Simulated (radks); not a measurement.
The lutetium ion Lu25+, [Kr] 4d10. Method: non-relativistic Kohn-Sham, LDA (Slater exchange, Perdew-Wang correlation), spin-polarised, spherical densities, point nucleus; computed with a radial shooting solver on a logarithmic mesh with Libxc functionals. Every spin shell is full or empty, so the densities are truly spherical. Functionals are evaluated on that one density, not self-consistently. Rank these orbital-free kinetic functionals by their error against the exact value of the orbitals, and give that value: Thomas-Fermi, von Weizsacker, TF + vW, TF + vW/9, APBEK, Thakkar, Pearson, LKT.

Answer. Exact: 13574.3 hartree. From best to worst, with 100 (|E| - |E exact|)/|E exact| (equal figures are ties): APBEK 0.00, TF + vW/9 -0.75, Thakkar -0.77, Pearson -0.96, Thomas-Fermi -4.96, LKT +17.19, TF + vW +32.93, von Weizsacker -62.11.
